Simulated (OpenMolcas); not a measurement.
# Fe+: input and output

Input:

```
&GATEWAY
Coord
1

Fe 0.0 0.0 0.0
Basis=ANO-R2
Group=XYZ
NoMove
AngMom=0.0 0.0 0.0
AMFI
&SEWARD
&RASSCF
FileOrb=start.orb
Symmetry=1
Spin=6
nActEl=7 0 0
Inactive=3 6
Ras2=6 0
CIRoot=6 6 1
SDav=6
CIMx=300
Iter=120 100
PrWF=0.3
OrbListing=Nothing
MaxOrb=0
Atom
>>> COPY $Project.JobIph JOB001
&RASSCF
FileOrb=start.orb
Symmetry=1
Spin=4
nActEl=7 0 0
Inactive=3 6
Ras2=6 0
CIRoot=84 84 1
SDav=84
CIMx=300
Iter=120 100
PrWF=0.3
OrbListing=Nothing
MaxOrb=0
Atom
CIOnly
>>> COPY $Project.JobIph JOB002
&RASSCF
FileOrb=start.orb
Symmetry=1
Spin=2
nActEl=7 0 0
Inactive=3 6
Ras2=6 0
CIRoot=132 132 1
SDav=210
CIMx=300
Iter=120 100
PrWF=0.3
OrbListing=Nothing
MaxOrb=0
Atom
CIOnly
>>> COPY $Project.JobIph JOB003
&RASSI
NrOfJobIphs=3 6 40 52
1 2 3 4 5 6
1 2 3 4 5 6 7 8 9 10 11 12 13 14 15 16 17 18 19 20 21 22 23 24 25 26 27
28 29 30 31 32 33 34 35 36 37 38 39 40
1 2 3 4 5 6 7 8 9 10 11 12 13 14 15 16 17 18 19 20 21 22 23 24 25 26 27
28 29 30 31 32 33 34 35 36 37 38 39 40 41 42 43 44 45 46 47 48 49 50 51
52
IphNames
JOB001
JOB002
JOB003
EJob
SpinOrbit
DIPRint=1.0
SOCoupling=1000.0
Subsets=2
MEES
Property=10
'ANGMOM' 1 'ANGMOM' 2 'ANGMOM' 3 'MLTPL  1' 1 'MLTPL  1' 2 'MLTPL  1' 3
'AMFI' 1 'AMFI' 2 'AMFI' 3 'MLTPL  2' 6
SOProperty=3
'ANGMOM' 1 'ANGMOM' 2 'ANGMOM' 3
```

Launched by
```bash
OMP_NUM_THREADS=1 MOLCAS_MEM=2252 MOLCAS_PROJECT=a pymolcas a.inp > a.log  # once for each step of the input, in one work folder
```

A driver script runs the steps one by one and writes start.orb anew before each from the orbitals found so far, so a CI-only block uses the converged orbitals of the first block.

Output, cut to the results:

```
--- SEWARD ---
Basis set label: FE.ANO-R...6S5P4D2F1G.

      Electronic valence basis set:
      ------------------
      Associated Effective Charge  26.000000 au
      Associated Actual Charge     26.000000 au
      Nuclear Model: Finite nucleus - Gaussian distribution
        Gaussian exponent, Xi/bohr**(-2):  2.95784E+08

      Shell  nPrim  nBasis  Cartesian Spherical Contaminant
         s      20       6        X
         p      12       5        X
         d       9       4                 X
         f       5       2                 X
         g       4       1                 X
                  Relativistic X2C integrals
                  Atomic mean-field integrals
--- RASSCF ---
Wave function specifications:
      -----------------------------

      Number of closed shell electrons          18
      Number of electrons in active shells       7
      Max number of holes in RAS1 space          0
      Max nr of electrons in RAS3 space          0
      Number of inactive orbitals                9
      Number of active orbitals                  6
      Number of secondary orbitals              49
      Spin quantum number                      2.5
      State symmetry                             1
Orbital specifications:
      -----------------------

      Symmetry species                           1   2
                                                ag  au
      Frozen orbitals                            0   0
      Inactive orbitals                          3   6
      Active orbitals                            6   0
      RAS1 orbitals                              0   0
      RAS2 orbitals                              6   0
      RAS3 orbitals                              0   0
      Secondary orbitals                        26  23
      Deleted orbitals                           0   0
      Number of basis functions                 35  29
      Number of CSFs                             6
      Number of root(s) required                 6
      Iter CI   SX   CI       RASSCF       Energy    max ROT     max BLB   max BLB  Level Ln srch  Step   QN
          iter iter root      energy       change     param      element    value   shift minimum  type update
 Nr of preliminary CI iterations:   1
      Total energies have been shifted. Add                -1000.00 au
        1   1    2    0  -271.10245626    0.00E+00   1.07E-07    6   7 2 -5.56E-07   0.00   0.00    SX    NO
        2   1    2    0  -271.10245626   -1.36E-12  -3.89E-08    6   7 2 -3.45E-07   0.00   0.00    SX    NO
        3   1    2    0  -271.10245626    1.59E-12   4.26E-08    6  13 2  2.27E-07   0.00   0.00    SX    NO
        4   1    2    0  -271.10245626   -6.82E-13  -2.28E-08    6   7 2 -1.30E-07   0.00   0.00    SX    NO
      Convergence after  4 iterations
        5   1    2    0  -271.10245626    6.82E-13  -2.28E-08    6  13 2  8.48E-08   0.00   0.00    SX    NO
      Natural orbitals and occupation numbers for root  1
      sym 1:   1.000000   1.000000   1.000000   1.000000   2.000000   1.000000
      Natural orbitals and occupation numbers for root  2
      sym 1:   1.000000   1.000000   1.000000   2.000000   1.000000   1.000000
      Natural orbitals and occupation numbers for root  3
      sym 1:   2.000000   1.000000   1.000000   1.000000   1.000000   1.000000
::    RASSCF root number  1 Total energy:  -1271.12590443
::    RASSCF root number  2 Total energy:  -1271.12590443
::    RASSCF root number  3 Total energy:  -1271.12590443
::    RASSCF root number  4 Total energy:  -1271.12590443
::    RASSCF root number  5 Total energy:  -1271.12590443
::    RASSCF root number  6 Total energy:  -1270.98521545
--- RASSCF ---
Wave function specifications:
      -----------------------------

      Number of closed shell electrons          18
      Number of electrons in active shells       7
      Max number of holes in RAS1 space          0
      Max nr of electrons in RAS3 space          0
      Number of inactive orbitals                9
      Number of active orbitals                  6
      Number of secondary orbitals              49
      Spin quantum number                      1.5
      State symmetry                             1
Orbital specifications:
      -----------------------

      Symmetry species                           1   2
                                                ag  au
      Frozen orbitals                            0   0
      Inactive orbitals                          3   6
...
--- RASSI ---
SPIN-FREE ENERGIES:
  (Shifted by EMIN (a.u.) =      -1271.1259044264)

 SF State       Relative EMIN(au)   Rel lowest level(eV)    D:o, cm**(-1)      L_eff

     1             0.0000000000        0.0000000000              0.0000         2.0
     2             0.0000000000        0.0000000000              0.0000         2.0
     3             0.0000000000        0.0000000000              0.0000         2.0
     4             0.0000000000        0.0000000000              0.0000         2.0
     5             0.0000000000        0.0000000000              0.0000         2.0
     7             0.0474917469        1.2923162683          10423.2336         2.0
     8             0.0474917469        1.2923162683          10423.2336         2.0
     9             0.0474917469        1.2923162683          10423.2336         2.0
    10             0.0474917469        1.2923162683          10423.2336         2.0
    11             0.0474917469        1.2923162683          10423.2336         2.0
    12             0.1108466111        3.0162899498          24328.0191         5.0
    13             0.1108466111        3.0162899498          24328.0191         5.0
    14             0.1108466111        3.0162899498          24328.0191         5.0
    15             0.1108466111        3.0162899498          24328.0191         5.0
    16             0.1108466111        3.0162899498          24328.0191         5.0
    17             0.1108466111        3.0162899498          24328.0191         5.0
    18             0.1108466111        3.0162899498          24328.0191         5.0
    19             0.1108466111        3.0162899498          24328.0191         5.0
    20             0.1108466111        3.0162899498          24328.0191         5.0
    21             0.1108466111        3.0162899498          24328.0191         5.0
    22             0.1108466111        3.0162899498          24328.0191         5.0
...
```

Levels above the lowest, from the spin-orbit matrix, grouped by J:

| Configuration | Term | J | E (cm⁻¹) | Measured (cm⁻¹) | g | Term weight % |
| --- | --- | --- | --- | --- | --- | --- |
| 3d⁶ 4s | ⁶D | 9/2 | 0.0 | 0.0 | 1.557 | 100 |
| 3d⁶ 4s | ⁶D | 7/2 | 387 | 385 | 1.588 | 100 |
| 3d⁶ 4s | ⁶D | 5/2 | 679 | 668 | 1.658 | 100 |
| 3d⁶ 4s | ⁶D | 3/2 | 883 | 863 | 1.868 | 100 |
| 3d⁶ 4s | ⁶D | 1/2 | 1004 | 977 | 3.338 | 100 |
| 3d⁶ 4s | ⁴D(1) | 7/2 | 10463 |  | 1.429 | 100 |
| 3d⁶ 4s | ⁴D(1) | 5/2 | 10920 |  | 1.372 | 100 |
| 3d⁶ 4s | ⁴D(1) | 3/2 | 11226 |  | 1.201 | 100 |
| 3d⁶ 4s | ⁴D(1) | 1/2 | 11402 |  | -0.001 | 100 |
| 3d⁶ 4s | ⁴H | 13/2 | 24542 | 21252 | 1.231 | 100 |
| 3d⁶ 4s | ⁴H | 11/2 | 24705 | 21430 | 1.134 | 99 |
| 3d⁶ 4s | ⁴H | 9/2 | 24845 | 21582 | 0.971 | 99 |
| 3d⁶ 4s | ⁴H | 7/2 | 24962 | 21712 | 0.668 | 99 |
| 3d⁶ 4s | ⁴P | 5/2 | 26685 |  | 1.601 | 100 |
| 3d⁶ 4s | ⁴P | 3/2 | 27698 |  | 1.731 | 99 |
| 3d⁶ 4s | ⁴F | 9/2 | 27846 |  | 1.328 | 97 |
| 3d⁶ 4s | ⁴F | 7/2 | 28007 |  | 1.231 | 97 |
| 3d⁶ 4s | ⁴F | 5/2 | 28152 |  | 1.021 | 98 |
| 3d⁶ 4s | ⁴F | 3/2 | 28270 |  | 0.399 | 100 |
| 3d⁶ 4s | ⁴P | 1/2 | 28364 |  | 2.665 | 100 |
| 3d⁶ 4s | ⁴G | 11/2 | 30329 | 25429 | 1.234 | 79 |
| 3d⁶ 4s | ⁴G | 9/2 | 30736 | 25805 | 1.149 | 87 |
| 3d⁶ 4s | ⁴G | 7/2 | 30945 | 25982 | 0.991 | 96 |
| 3d⁶ 4s | ²H | 11/2 | 31003 | 26170 | 1.129 | 79 |

Against the 12 measured excited levels shown (NIST Handbook of Basic Atomic Spectroscopic Data) the mean absolute deviation is 2700 cm-1; the largest miss in energy is 3d⁶ 4s ⁴G_7/2: computed 30945, measured 25982 cm⁻¹ (+19.1 %).

Without dynamic correlation excited terms often stand tens of per cent too high (terms of higher spin than the ground term too low), and those without a measured partner can miss by more than the paired ones. Terms from blocks run as CI alone lack orbitals of their own. No level of 3d⁷ was computed, though it lies in the active space. Measured partners are found by configuration, term and J. A level has none where our copy of the source lacks it or the pairing is in doubt (some pairs that miss far off the trend of their configuration count as doubtful), and it then counts in no deviation. Only configurations of the active space appear. The first state left out of the spin-orbit step lies near 45000 cm-1 above the lowest spin-free state of the reference (among the parities and spins computed), and the list stops at four fifths of that energy or lower. The table shows the lowest 24 of 31 levels.

The RASSCF and RASSI steps took 41 s on 1 thread of Arm Neoverse V1 (shared host); the integral step is not counted.

The term weight is that of the spin-free term in the level, not the purity of its configuration. A number in round brackets counts repeated terms of one configuration in the order of the reference energies.
